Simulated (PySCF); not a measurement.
Simulated Ti 2p region for `[F][Ti]([F])([F])[Br]` (TiBrF3), binding energy against the vacuum level.

Every computed line was given a Gaussian of 0.5 eV full width at half maximum and an area set by the number of equivalent atoms (split 2:1 within a doublet); the highest printed point is 100. Computed with PySCF, delta-SCF UKS SCAN, pcX-2 on the ionised atom (unc-x2c-TZVPall on a metal), pcseg-1 elsewhere, spin-free X2C.

(binding energy (eV), intensity): (465.2, 2), (465.4, 15), (465.6, 60), (465.8, 100), (466.0, 68), (466.2, 19), (466.4, 2), (466.6, 0), (466.8, 0), (467.0, 0), (467.2, 0), (467.4, 0), (467.6, 0), (467.8, 0), (468.0, 0), (468.2, 0), (468.4, 0), (468.6, 0), (468.8, 0), (469.0, 0), (469.2, 0), (469.4, 0), (469.6, 0), (469.8, 0), (470.0, 0), (470.2, 0), (470.4, 0), (470.6, 0), (470.8, 0), (471.0, 2), (471.2, 15), (471.4, 42), (471.6, 47), (471.8, 22), (472.0, 4), (472.2, 0)

Q: Count the maxima, the lines and the sites behind this envelope.

A: The curve has 2 maxima (at 465.8 and 471.5 eV). Under it lie 2 lines from 1 inequivalent titanium site, drawn as a 2p3/2, 2p1/2 pair.

Q: Decompose the envelope and assign each component. Bonds: Ti1–Br2, Ti1–F3, Ti1–F4, Ti1–F5.

A: 
| position (eV) | relative area | line | atoms | environment |
| --- | --- | --- | --- | --- |
| 465.81 | 0.67 | Ti 2p3/2 | Ti1 | titanium bonded to Br and 3 F |
| 471.53 | 0.33 | Ti 2p1/2 | Ti1 | titanium bonded to Br and 3 F |

Q: What are the centre and the root-mean-square width of the whole band?

A: The area-weighted mean of the lines is 467.72 eV. Their own spread about it is 2.69 eV (rms) and each Gaussian has σ = 0.5/2.355 = 0.21 eV; the variances add, which gives 2.70 eV.

The curve has no shake-up lines and no vibrational structure. The unrestricted hole states depart most from a pure doublet (⟨S²⟩ = 0.75; over 0.85 named) for Ti 2p3/2 of Ti1 (0.89), which makes this value less certain. For 2p shells one spin-free hole was relaxed; a mean-field spin–orbit operator and the ground-state splitting of the three 2p orbitals were then diagonalised within the shell. The shell's mean is (2 × 2p3/2 + 2p1/2)/3, and the degeneracies 2j + 1 give areas of 2:1. 2p1/2 minus 2p3/2 (ligand field included): Ti 5.72 eV. Satellites of the metal's 2p lines aren't described. Isolated species at its PBE0-D3(BJ)/def2-SVP geometry, gas phase. Metal 2p energies of this one-determinant scheme are less reliable than its 1s energies.
